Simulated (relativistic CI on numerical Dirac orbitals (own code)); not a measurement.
## Charge states of praseodymium

Computed by Dirac-Coulomb-Breit CI, separate exchange-only KLI orbitals for each configuration, model QED, valence Slater integrals scaled by 0.9 (own radial code, finite nucleus).

Each species is treated in one configuration, given outside its closed core. Radial values are for the open shell of highest l, unscaled and averaged over j; ζ includes the Breit term. Labels give the leading LS character, summed over repeated terms.

| Ion | Configuration | Its lowest level | LS weight (%) | ⟨r⟩ (bohr) | ⟨r²⟩ (bohr²) | ζ (cm⁻¹) | g_J | g√(J(J+1)) |
| --- | --- | --- | --- | --- | --- | --- | --- | --- |
| Pr24+ | 3d10 4s2 4p5 | 2P°_3/2 | 100 | 0.5864 | 0.3882 | 142100 | 1.332 | 2.58 |
| Pr25+ | 3d10 4s2 4p4 | 3P_2 | 74 | 0.5814 | 0.3817 | 145100 | 1.367 | 3.35 |
| Pr26+ | 3d10 4s2 4p3 | J = 3/2 (mixed) | 42 | 0.5766 | 0.3754 | 148200 | 1.436 | 2.78 |
| Pr27+ | 3d10 4s2 4p2 | 3P_0 | 75 | 0.5718 | 0.3693 | 151300 |  | 0.00 |
| Pr28+ | 3d10 4s2 4p | 2P°_1/2 | 100 | 0.5672 | 0.3634 | 154500 | 0.662 | 0.57 |
| Pr29+ | 3d10 4s2 | 1S_0 | 100 |  |  |  |  | 0.00 |
| Pr30+ | 3d10 4s | 2S_1/2 | 100 | 0.5458 | 0.3346 |  | 1.999 | 1.73 |
| Pr31+ | 3d10 | 1S_0 | 100 |  |  |  |  | 0.00 |
| Pr32+ | 3d9 | 2D_5/2 | 100 | 0.2369 | 0.06553 | 69070 | 1.194 | 3.53 |
| Pr33+ | 3d8 | 3F_4 | 91 | 0.2344 | 0.06406 | 70820 | 1.222 | 5.47 |
| Pr34+ | 3d7 | 4F_9/2 | 68 | 0.232 | 0.06265 | 72600 | 1.250 | 6.22 |
| Pr35+ | 3d6 | J = 4 (mixed) | 47 | 0.2296 | 0.06129 | 74420 | 1.314 | 5.88 |
| Pr36+ | 3d5 | J = 5/2 (mixed) | 31 | 0.2272 | 0.05998 | 76280 | 1.504 | 4.45 |
| Pr37+ | 3d4 | 3P_0 | 56 | 0.2249 | 0.05871 | 78170 |  | 0.00 |
| Pr38+ | 3d3 | 4F_3/2 | 56 | 0.2227 | 0.05749 | 80110 | 0.641 | 1.24 |
| Pr39+ | 3d2 | 3F_2 | 78 | 0.2205 | 0.05632 | 82090 | 0.742 | 1.82 |
| Pr40+ | 3d | 2D_3/2 | 100 | 0.2184 | 0.05518 | 84100 | 0.792 | 1.53 |
| Pr41+ | 3s2 3p6 | 1S_0 | 100 |  |  |  |  | 0.00 |
| Pr42+ | 3s2 3p5 | 2P°_3/2 | 100 | 0.2427 | 0.06807 | 637900 | 1.326 | 2.57 |
| Pr43+ | 3s2 3p4 | 3P_2 | 71 | 0.2412 | 0.06721 | 647500 | 1.345 | 3.30 |
| Pr44+ | 3s2 3p3 | J = 3/2 (mixed) | 46 | 0.2397 | 0.06637 | 657100 | 1.373 | 2.66 |
| Pr45+ | 3s2 3p2 | 3P_0 | 71 | 0.2382 | 0.06555 | 666800 |  | 0.00 |
| Pr46+ | 3s2 3p | ? | ? | ? | ? | ? | ? | ? |
| Pr47+ | 3s2 | 1S_0 | 100 |  |  |  |  | 0.00 |

(1) Fill in the row of Pr46+.

Answers

(1) Its lowest level 2P°_1/2; LS weight (%) 100; ⟨r⟩ (bohr) 0.2367; ⟨r²⟩ (bohr²) 0.06475; ζ (cm⁻¹) 676600; g_J 0.655; g√(J(J+1)) 0.57.
